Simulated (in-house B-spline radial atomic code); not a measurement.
Configurations of Rb V (Rb4+), with energies counted from [Ar] 3d10 4s2 4p3. All numbers are computed (scalar-relativistic (X2C) OLYP, spin-polarised, spherical fractional occupations; Fermi nucleus of rms radius 4.2036 fm) with a radial B-spline atomic code at the basis-set limit, not measured. Shells without spins written out take the highest spin.

Occupations are held fixed; configurations that lie above the ionisation limit could autoionise.

```tsv
configuration	E - E(ref) (eV)	highest orbital	its <r> (bohr)
[Ar] 3d10 4s2 4p2 5f1	53.61	5f up	5.39
[Ar] 3d9 4s2 4p3 4f1	148.57	4f up	2.814
[Ar] 3d9 4s2 4p3 5d1	149.42	5d up	3.935
[Ar] 3d9 4s2 4p3 5f1	156.89	5f up	5.254
[Ne] 3s2 3p(2 up, 3 down) 3d10 4s2 4p(1 up, 2 down) 5s(0 up, 1 down)	260.09	5s down	2.831
[Ne] 3s2 3p5 3d10 4s2 4p3 4f1	269.44	4f up	2.813
[Ne] 3s2 3p(3 up, 2 down) 3d10 4s2 4p(2 up, 1 down) 5d(1 up, 0 down)	273.85	5d up	3.93
```

(1) Order these further configurations by energy, lowest first.
A. [Ar] 3d9 4s2 4p4
B. [Ar] 3d9 4s2 4p3 5s1
C. [Ar] 3d(5 up, 4 down) 4s2 4p(0 up, 3 down) 4f(0 up, 1 down)
D. [Ar] 3d10 4s2 4p(0 up, 2 down) 5p(0 up, 1 down)
E. [Ar] 3d10 4s2 4p2 5s1

(2) How far above the reference does [Ar] 3d9 4s2 4p3 4d1 lie?

(3) How far above the reference does [Ne] 3s2 3p5 3d10 4s2 4p3 5p1 lie?

Results:

(1) E (32.958 eV), D (38.482 eV), A (104.21 eV), B (135.7 eV), C (149.17 eV).

(2) 127.12 eV; its least bound orbital is 4d up with <r> = 1.817 bohr.

(3) 262.24 eV; its least bound orbital is 5p up with <r> = 3.167 bohr.
